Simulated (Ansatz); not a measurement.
Job for Ansatz (a program for electronic structure): R-B3LYP/def2-TZVPPD on H9PSi2 (a complex). Files ending in .json are basis or fitting sets from the Basis Set Exchange.

Ansatz 0.2 input:
```yaml
crystal:
  periodic: [false, false, false]
  atoms:
    - {symbol: P, position_ang: [-0.36015277, 0.22824267, -0.07538392]}
    - {symbol: H, position_ang: [0.78130393, -0.17925121, 0.66057054]}
    - {symbol: H, position_ang: [0.36734412, 1.17819255, -0.83874835]}
    - {symbol: H, position_ang: [-0.74946775, 1.18355776, 0.89774846]}
    - {symbol: Si, position_ang: [0.67786002, 0.81698131, 3.97469904]}
    - {symbol: Si, position_ang: [-0.80745948, -0.99635866, 3.91276558]}
    - {symbol: H, position_ang: [0.02404890, 2.04186182, 3.45465901]}
    - {symbol: H, position_ang: [1.87917165, 0.53419789, 3.15339811]}
    - {symbol: H, position_ang: [1.10721163, 1.06617713, 5.37287014]}
    - {symbol: H, position_ang: [-1.99224097, -0.71175351, 4.75842128]}
    - {symbol: H, position_ang: [-0.14041717, -2.21798373, 4.42517366]}
    - {symbol: H, position_ang: [-1.26804614, -1.25603419, 2.52766013]}
basis:
  gaussian:
    orbitals: def2-TZVPPD.json
hamiltonian:
  xc: {name: B3LYP}
scf: {lower_state_search: off}
```

The head of its log:

```
Functional definition: B3LYP
[...]
these checks for a lower state are left out or cut short: stability, starts, cluster_reference, orbital_swaps, neighbouring_geometries, increment
integrals: 0.29 GiB planned
1496 factors; their error is unknown
mean field: 1.43 GiB planned
mean field evaluation 1: about -25191.6516 eV, gradient 1.8e1 eV
mean field evaluation 2: about -25192.4704 eV, gradient 1.2e1 eV
```

Q: What total energy does the run end on?

A: -925.8202 hartree.
